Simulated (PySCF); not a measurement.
C7H5N.
SMILES: `c1cc([N+]#[C-])ccc1`

Computed geometry: GFN2-xTB, gas phase.

Take the most abundant isotopes and a rigid rotor. 

Task: What are A, B and C (MHz)?

Result: Ia = 88.19, Ib = 303.00, Ic = 391.19 u·Å²; 505379 MHz·u·Å²/I gives A = 5731, B = 1668, C = 1292 MHz.

Task: What kind of rotor is it?

Result: An asymmetric top; Ray's κ = -0.831.

Task: What does the inertial defect say?

Result: Planar: Δ = Ic − Ia − Ib = 0.00 u·Å². For a rigid frame Δ = −2 Σ m c², so it vanishes when all atoms lie in the ab plane; here none is more than 0.01 Å from it.

Task: List the rotational levels J(Ka,Kc) to J = 4 (MHz).

Result: Above 0(0,0):
J = 1: 1(0,1) 2960, 1(1,1) 7023, 1(1,0) 7399
J = 2: 2(0,2) 8855, 2(1,2) 12566, 2(1,1) 13694, 2(2,1) 25883, 2(2,0) 25908
J = 3: 3(0,3) 17635, 3(1,3) 20867, 3(1,2) 23122, 3(2,2) 34762, 3(2,1) 34886, 3(3,1) 56031, 3(3,0) 56033
J = 4: 4(0,4) 29232, 4(1,4) 31907, 4(1,3) 35660, 4(2,3) 46582, 4(2,2) 46949, 4(3,2) 67918, 4(3,1) 67925, 4(4,1) 97631, 4(4,0) 97631

Task: Estimate the classical rotational partition function at 10 K, 200 K and 298.15 K.

Result: Point group C2v, symmetry number σ = 2; q = (√π/σ)·√((kT/h)³/(ABC)), k/h = 20836.6 MHz/K: 759 at 10 K, 67800 at 200 K, 123000 at 298.15 K.

No frequency check. No vibrational averaging or centrifugal distortion is included, and the geometry carries the error of its method.
